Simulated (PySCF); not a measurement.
## Nuclear quadrupole coupling in `C[C@@H]1CC[P@@H](=S)[C@@H]1C`

C6H13PS.
Geometry (GFN2-xTB, Å), atoms numbered from 1 in this order:
```
atom  x, y, z in Å
C1    -0.3120   -1.6153   -0.7790
C2    -0.1272   -0.8767    0.5415
C3    -1.4288   -0.1926    0.9802
C4    -1.6829    1.0109    0.0663
P5     0.0013    1.6678   -0.3236
S6     0.4440    3.4555    0.2548
C7     0.9111    0.2498    0.4472
C8     2.2146   -0.0670   -0.2704
H9    -0.5243   -0.9176   -1.5862
H10    0.5809   -2.1792   -1.0348
H11   -1.1406   -2.3162   -0.7016
H12    0.1815   -1.5989    1.3052
H13   -1.3135    0.1570    2.0087
H14   -2.2690   -0.8876    0.9524
H15   -2.2717    1.7854    0.5618
H16   -2.1984    0.7230   -0.8518
H17    0.1487    1.4374   -1.6979
H18    1.1449    0.5953    1.4653
H19    2.7267   -0.8954    0.2156
H20    2.0405   -0.3253   -1.3127
H21    2.8651    0.8066   -0.2414
```

Field gradients from the PBE0/pcSseg-1 density (PySCF, non-relativistic), principal values in atomic units, ordered |Vxx| ≤ |Vyy| ≤ |Vzz|:

```csv
atom,Vxx,Vyy,Vzz
S6,-1.0767,-1.2409,2.3176
```

Q: Find the asymmetry η = (Vxx − Vyy)/Vzz and the couplings χ = eQV/h (234.96 MHz × Q in barn × V in au), with Q(33S) = −0.0678 b.

A: 
| atom | environment | nucleus | η | χzz (MHz) | χxx (MHz) | χyy (MHz) |
| --- | --- | --- | --- | --- | --- | --- |
| S6 | sulfur bonded to P | 33S | 0.07 | -36.92 | 17.15 | 19.77 |

The tensor is traceless: Vxx + Vyy + Vzz = 0.

Q: What is Vzz at S6 in SI units (1 au = 9.71736 × 10²¹ V/m²)?

A: 2.3176 au = 22.521 × 10²¹ V/m².

Q: And the gradient at the other heavy atoms, for which no coupling is worked out here?

A: 
```csv
atom,environment,Vzz (au),η
C1,methyl carbon,0.042,0.63
C2,sp3 CH carbon,-0.055,0.81
C3,ring CH2 carbon,0.089,0.75
C4,sp3 carbon bound to phosphorus,0.097,0.71
P5,"phosphorus bonded to 2 C, S and H",-0.246,0.12
C7,sp3 carbon bound to phosphorus,0.083,0.58
C8,methyl carbon,0.090,0.26
```

Q: What couplings would deuterons (Q(2H) = 0.00286 b) have in place of the hydrogens, at this geometry?

A: 
| atom | bonded to | bond length (Å) | Vzz (au) | η | χzz (kHz) |
| --- | --- | --- | --- | --- | --- |
| H9 | C1 | 1.088 | 0.3141 | 0.03 | 211 |
| H10 | C1 | 1.087 | 0.3162 | 0.01 | 212 |
| H11 | C1 | 1.088 | 0.3143 | 0.02 | 211 |
| H12 | C2 | 1.095 | 0.2965 | 0.01 | 199 |
| H13 | C3 | 1.092 | 0.3005 | 0.01 | 202 |
| H14 | C3 | 1.091 | 0.3072 | 0.01 | 206 |
| H15 | C4 | 1.092 | 0.3036 | 0.01 | 204 |
| H16 | C4 | 1.092 | 0.3072 | 0.01 | 206 |
| H17 | P5 | 1.401 | 0.1852 | 0.01 | 124 |
| H18 | C7 | 1.100 | 0.2852 | 0.02 | 192 |
| H19 | C8 | 1.088 | 0.3139 | 0.02 | 211 |
| H20 | C8 | 1.088 | 0.3124 | 0.03 | 210 |
| H21 | C8 | 1.090 | 0.3070 | 0.02 | 206 |

The structure is a single GFN2-xTB conformer in the gas phase; no vibrational or solvent corrections. GFN2-xTB bond lengths can be off by several hundredths of an ångström, more for odd bonds, and the gradients follow them. With a basis this small, the couplings can be 20 % off.
